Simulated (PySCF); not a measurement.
Mg(Me)2 (C₂H₆Mg), SMILES [CH3][Mg][CH3].

Geometry optimised at TPSSh-D3(BJ)/def2-TZVP. The isomer is the one that the SMILES or the coordinates give; other isomers of the formula were not compared.

Two levels are set side by side: TDA-PBE/def2-SVPD (PySCF) and TDA-LC-ωPBE/def2-SVPD (PySCF). Vertical, same geometry. The lowest singlet is HOMO→LUMO+1 100 % with PBE and HOMO→LUMO+1 68 %, HOMO→LUMO+4 30 % with the other functional; states are paired by order. Differences are taken from unrounded values.

| quantity | TDA-LC-ωPBE |
|---|---|
| lowest singlet excitation (eV) | 5.81 |
| lowest triplet excitation (TDA) (eV) | 4.96 |
| first bright state (f over 0.05) (eV) | 6.04 |
| its oscillator strength | 0.38 |

**Question.** What does TDA-PBE give, and how far is it from TDA-LC-ωPBE? (An estimate is asked for; the answer gives what the named calculation found.)

**Answer.** 
```tsv
quantity	TDA-PBE	TDA-PBE minus TDA-LC-ωPBE
lowest singlet excitation (eV)	4.78	-1.04
lowest triplet excitation (TDA) (eV)	4.03	-0.93
first bright state (f over 0.05) (eV)	5.01	-1.03
its oscillator strength	0.34	-0.04
```

A lower first singlet is the usual sign of a functional without exact exchange. Differences between two approximate levels are no errors against the true value.

Rough cost on one machine, each run with all the roots and properties that it gave: TDA-LC-ωPBE against TDA-PBE about 3 times.
